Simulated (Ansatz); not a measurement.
`C[SiH2][BH][GeH3]` → `C[BH][GeH3]` + `[SiH2]` at 500 K and 1 bar (silylene formation by 1,1-elimination).

Computed with Ansatz on PBE0-D4/def2-TZVP structures; ΔE is electronic, products minus reactants. CCSD(T)/CBS adds triple-zeta CCSD(T) − MP2 to the extrapolated MP2 energy (def2 sets, frozen cores). This one scheme is used for every species. For Ge outer-core shells are correlated without core-valence functions, which leaves a few kJ/mol of doubt a bond. Scalar relativity is left out up to krypton. One conformer a species, not always the lowest.

```tsv
species	CCSD(T)/CBS energy (Eh)	H − E (kJ/mol)	S (J/(mol·K))
`C[SiH2][BH][GeH3]`	-2433.41459	288.7	469.5
`C[BH][GeH3]`	-2143.14307	227.9	385.0
`[SiH2]`	-290.19011	48.0	226.5
```

H − E and S are ideal-gas, rigid-rotor, harmonic terms from PBE0-D4/def2-TZVP, for one conformer and one mirror image of each species. 1 Eh = 2625.50 kJ/mol, R = 8.31446 J/(mol·K).

**Question.** By hand: ΔE, ΔH, ΔS and ΔG.

**Answer.** ΔE = (-2143.14307) + (-290.19011) − (-2433.41459) = 0.08141 Eh = 213.7 kJ/mol. Δ(H − E) = 227.9 + 48.0 − 288.7 = -12.8, so ΔH = 200.9 kJ/mol. ΔS = 385.0 + 226.5 − 469.5 = 142.0 J/(mol·K). ΔG = 200.9 − 500 × (142.0)/1000 = 129.9 kJ/mol.

**Question.** By hand: the equilibrium constant, and the temperature at which ΔG would vanish if ΔH and ΔS stayed fixed.

**Answer.** log₁₀ K = −ΔG/(RT ln 10) = -13.6. ΔG = 0 at ΔH/ΔS = 1415 K.

The number of gas molecules changes by +1, which sets the sign of ΔS. A doubt of 5 kJ/mol in ΔE shifts log₁₀ K by 0.5 here. Other conformers and mirror images would add mixing entropy, several J/(mol·K) or more a flexible species. Modes under 60 cm⁻¹, often nearly free rotors, make the harmonic entropy too high. These are equilibria of isolated gas molecules and say nothing of rates. Largest T1 diagnostic: 0.014 (customary marks: 0.02 for closed shells, 0.045 for open ones).
